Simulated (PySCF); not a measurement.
Potential energy of Pb₂⁺ along the bond

Set-up: basis Pb aug-cc-pVDZ-PP with ECP60; scalar-relativistic core potentials; PySCF 2.14. Energies in eV from Pb⁺ + Pb in their ground configurations at the same level. State: ⁴Σg⁻ (quartet), unpaired electrons σ ↑, π ↑↑.

| R (Å) | PBE0 | UHF-SCS-MP2 | M06 | UHF-CCSD(T) |
| --- | --- | --- | --- | --- |
| 2.531 | -1.812 | -1.201 | -1.894 |  |
| 2.649 | -2.241 | -1.635 | -2.388 | -1.871 |
| 2.766 | -2.464 | -1.852 | -2.664 | -2.127 |
| 2.855 | -2.539 | -1.915 | -2.771 | -2.221 |
| 2.943 | -2.556 | -1.917 | -2.816 | -2.257 |
| 3.031 | -2.532 | -1.874 | -2.814 | -2.249 |
| 3.149 | -2.455 | -1.768 | -2.760 | -2.193 |
| 3.296 | -2.312 | -1.586 | -2.637 | -2.077 |
| 3.473 | -2.106 | -1.331 | -2.447 | -1.904 |
| 3.708 | -1.814 | -0.973 | -2.167 |  |

Problem. Put a parabola through the three lowest points of the PBE0 curve and estimate Re, k and ωe (reduced mass 104.0 u; 1 eV/Å² = 0.16022 mdyn/Å; ωe = 1302.8·√(k/μ) cm⁻¹).

Solution. Through R = 2.855, 2.943, 3.031 Å the second-order coefficient is 2.65 eV/Å², so Re ≈ 2.935 Å, k ≈ 0.848 mdyn/Å and ωe ≈ 118 cm⁻¹. A polynomial fit of higher order to the unrounded PBE0 energies gives Re = 2.931 Å, k = 0.885 mdyn/Å, ωe = 120 cm⁻¹; anharmonicity and rounding make the difference.

The higher-order fit for each curve: PBE0: Re = 2.931 Å, ωe = 120 cm⁻¹, De = 2.56 eV; UHF-SCS-MP2: Re = 2.901 Å, ωe = 132 cm⁻¹, De = 1.92 eV; M06: Re = 2.982 Å, ωe = 117 cm⁻¹, De = 2.82 eV; UHF-CCSD(T): Re = 2.968 Å, ωe = 114 cm⁻¹, De = 2.26 eV.

Correlated steps freeze 8 core orbitals. Correlated levels converge slowly with the basis: in double zeta they bind strong bonds too weakly, by up to about 1 eV, and carry superposition errors of some tenths. These are scalar-relativistic numbers at best; spin–orbit coupling would shift them, the dissociation energy most. The state is the lowest determinant that a PBE0 search found; another state may lie lower at other levels.
